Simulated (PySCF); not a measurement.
One of the candidates below gave these computed data.

All candidates are C6H9FSi.

- Rotational structure: rotational constants A, B, C: 2.316, 1.256, 0.831 GHz [GFN2-xTB]
- NMR, other nuclei: isotropic shieldings of nuclei other than C and H, by class: 413 (1 F), 438 (1 Si) ppm [GIAO PBE0/pcSseg-1]
- 13C NMR: chemical shifts (computed TMS as zero) by class: 153.6 (1 C), 133.8 (1 C), 92.9 (1 C), 90.1 (1 C), 88.0 (1 C), 22.6 (1 C) ppm [GIAO PBE0/pcSseg-1]
- 1H NMR: chemical shifts (computed TMS as zero) by class: 5.43 (2 H), 4.29 (3 H), 3.13 (1 H), 1.91 (3 H) ppm [GIAO PBE0/pcSseg-1]
- Polarisability: 99.5 au [CAM-B3LYP/def2-SVPD]
- Dipole: 2.18 D [CAM-B3LYP/def2-SVPD]
- Triplet: lowest triplet excitation (Tamm–Dancoff): 3.19 eV [TDA CAM-B3LYP/def2-SVPD]

The electronic properties come from PySCF, for the isolated species, density fitting. Levels stand in brackets. The structure is a single GFN2-xTB conformer in the gas phase; no vibrational or solvent corrections. GFN2-xTB frequencies show an imaginary mode (50i cm⁻¹), so this geometry is no minimum at that level. Each NMR value is the plain mean over a class of atoms that symmetry, rotation or inversion makes alike.

Problem. Which candidate is it?
A. `C[SiH2]/C(F)=C1\C=CC1`
B. `C#C/C(C)=C(\[SiH3])CF`
C. `C#C[C@@H]1C[SiH2][C@H](F)C1`
D. `C#C[C@@H](C)[C@H]1C[Si@@H]1F`

Solution. B. It is `C#C/C(C)=C(\[SiH3])CF`. Numbering: `[CH:1]#[C:2]/[C:3]([CH3:4])=[C:5](\[SiH3:6])[CH2:7][F:8]`. Its formula, C6H9FSi, gives 3 degrees of unsaturation: 0 rings and 3 π bonds in the structure found. 6 carbons fall into 6 classes; from least to most shielded: fully substituted alkene carbon [C5] (153.6 ppm), fully substituted alkene carbon [C3] (133.8 ppm), terminal alkyne carbon [C1] (92.9 ppm), alkyne carbon [C2] (90.1 ppm), sp3 C–F carbon [C7] (88.0 ppm), allylic carbon [C4] (22.6 ppm). Hydrogen classes from least to most shielded: 2 H on an sp3 C–F carbon, C7 (5.43 ppm), 3 H on an SiH3 silicon, Si6 (4.29 ppm), 1 H on a terminal alkyne carbon, C1 (3.13 ppm), 3 H on an allylic carbon, C4 (1.91 ppm, a mean of values up to 0.5 ppm apart in this geometry). The other shieldings belong to: 413 ppm, alkyl fluorine [F8]; 438 ppm, SiH3 silicon [Si6]. By its constants the optimised geometry is an asymmetric top.

The others, at the same levels:
- `C[SiH2]/C(F)=C1\C=CC1` fails: its computed 13C shifts are 160.8 (1 C), 146.0 (1 C), 142.3 (1 C), 141.8 (1 C), 37.4 (1 C), -5.5 (1 C) ppm, 1H shifts are 6.66 (1 H), 6.44 (1 H), 4.49 (2 H), 3.27 (2 H), 0.35 (3 H) ppm and rotational constant A is 3.084 GHz (against 2.316 GHz).
- `C#C[C@@H]1C[SiH2][C@H](F)C1` fails: its computed 13C shifts are 92.6 (1 C), 92.5 (1 C), 75.9 (1 C), 46.5 (1 C), 28.2 (1 C), 18.8 (1 C) ppm, 1H shifts are 5.36 (1 H), 4.34 (1 H), 4.21 (1 H), 2.74 (1 H), 2.21 (1 H), 1.95 (1 H), 1.62 (1 H), 1.40 (1 H), 1.27 (1 H) ppm and rotational constant A is 3.115 GHz (against 2.316 GHz).
- `C#C[C@@H](C)[C@H]1C[Si@@H]1F` fails: its computed 13C shifts are 93.3 (1 C), 74.7 (1 C), 30.3 (1 C), 26.8 (1 C), 26.6 (1 C), 10.4 (1 C) ppm, 1H shifts are 5.03 (1 H), 1.84 (1 H), 1.73 (1 H), 1.59 (1 H), 1.53 (1 H), 1.33 (3 H), 0.58 (1 H) ppm and rotational constant A is 3.614 GHz (against 2.316 GHz).

Each candidate is one conformer, not necessarily the lowest. The conformers computed, where there is a choice (atom-mapped SMILES and torsion angles):
- `[CH:1]#[C:2]/[C:3]([CH3:4])=[C:5](\[SiH3:6])[CH2:7][F:8]`: C3–C5–C7–F8 -173°
- `[CH3:1][SiH2:2]/[C:3]([F:4])=[C:5]1\[CH:6]=[CH:7][CH2:8]1`: C1–Si2–C3–F4 -79°
- `[CH:1]#[C:2][C@@H:3]([CH3:4])[C@H:5]1[CH2:6][Si@@H:7]1[F:8]`: C2–C3–C5–C6 78°

The conformers of `C#C[C@@H]1C[SiH2][C@H](F)C1` aren't listed.
